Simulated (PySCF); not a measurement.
Compound: C₆H₆BF₂NSe.
SMILES with atom numbers: `[CH3:1][Se:2][c:3]1[cH:4][cH:5][c:6]([B:7]([F:8])[F:9])[n:10][cH:11]1` (hydrogens: H12, H13, H14 on C1; H15 on C4; H16 on C5; H17 on C11)

A GFN2-xTB structure was refined with PBE0-D3(BJ)/def2-SVP geometry optimisation, gas phase (PySCF). Its GFN2-xTB values:

```
coordinate  GFN2-xTB
    C1–Se2   1.955 Å
    C1–H12   1.087 Å
    Se2–C3   1.899 Å
     C3–C4   1.389 Å
    C3–C11   1.403 Å
     C4–C5   1.383 Å
    C4–H15   1.080 Å
     C5–C6   1.401 Å
    C5–H16   1.080 Å
     C6–B7   1.561 Å
    C6–N10   1.343 Å
     B7–F8   1.313 Å
     B7–F9   1.324 Å
   N10–C11   1.306 Å
   C11–H17   1.084 Å
 C1–Se2–C3    101.5°
Se2–C3–C11    117.8°
 C5–C6–N10    120.5°
  C6–B7–F8    124.8°
  C6–B7–F9    121.1°
C6–N10–C11    119.7°
 B7–C6–N10    118.7°
  F8–B7–F9    114.1°
```

Question: How do these coordinates change at the PBE0-D3(BJ)/def2-SVP level?

Answer: 
```csv
coordinate,PBE0-D3(BJ)/def2-SVP (Å or °),change
C1–Se2,1.935,-0.020
C11–H17,1.098,+0.014
C5–H16,1.092,+0.012
C1–H12,1.098,+0.011
C4–H15,1.091,+0.011
N10–C11,1.317,+0.011
C4–C5,1.392,+0.009
C3–C11,1.411,+0.008
Se2–C3,1.891,-0.008
C3–C4,1.396,+0.007
C6–N10,1.348,+0.005
C6–B7,1.558,-0.003
C5–C6,1.400,-0.001
B7–F8,1.314,+0.001
B7–F9,1.325,+0.001
F8–B7–F9,117.1,+3.0
C6–B7–F8,122.9,-1.9
C1–Se2–C3,100.0,-1.5
C6–B7–F9,120.0,-1.1
B7–C6–N10,117.8,-0.9
C5–C6–N10,121.3,+0.8
C6–N10–C11,119.0,-0.7
Se2–C3–C11,117.4,-0.4
```

The energy falls by 0.050 eV over 7 energy and gradient evaluations, the largest force component goes from 0.0146 to 3.0e-04 Eh/bohr, and the atoms move by 0.028 Å rms after alignment. The bond that changes most is C1–Se2 (ends: sp3 carbon bound to selenium; selenium bonded to 2 C), which shortens by 0.020 Å. Bonds longer at the end by more than 0.005 Å: 10 of 17; shorter: 2. Rotational constants go from 2812, 305.0, 275.6 to 2772, 307.9, 277.6 MHz.

The run used 202 basis functions and 54 SCF cycles in all. On an Arm Neoverse V2 with one thread, shared host with 96 logical CPUs at a one-minute load of 76, this took 2.8 min wall and 1.0 GiB of memory at its peak.

No PBE0-D3(BJ)/def2-SVP frequencies stand behind this structure, so it isn't proved a minimum. The numbers are those of one conformer.

The values belong to the conformer `[CH3:1][Se:2][c:3]1[cH:4][cH:5][c:6]([B:7]([F:8])[F:9])[n:10][cH:11]1`: C1–Se2–C3–C4 -1°, C5–C6–B7–F8 180°.
